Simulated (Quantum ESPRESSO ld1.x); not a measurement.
Task: These are the eigenvalues of the occupied orbitals of an atom or ion with whole-number occupations (eV). Calculated with ld1.x of Quantum ESPRESSO 7.5: scalar-relativistic Kohn-Sham, LDA (Slater exchange, Perdew-Zunger correlation), spin-polarised, spherical densities, point nucleus.

orbital  eigenvalue
1s up    -29082.997
1s down  -29082.827
2s up     -5491.727
2s down   -5485.098
2p up     -5076.198
2p down   -5071.074
3s up     -1928.371
3s down   -1921.133
3p up     -1794.918
3p down   -1787.446
3d up     -1614.726

Which element is it, and in what charge state? The configuration may be excited. Open shells, if any, are filled with parallel spins first.

Result: Z = 49, indium, charge +29: In29+ in [Ar] 3d2. The list shows which subshells hold electrons but not how many an open one holds; the 1s level, -1068.8 hartree, gives Z - s = 46.2 by -(Z - s)^2/2, which with screening and relativity narrows Z to a few neighbours, and the depths of the outer levels then fix element, charge and occupations together.
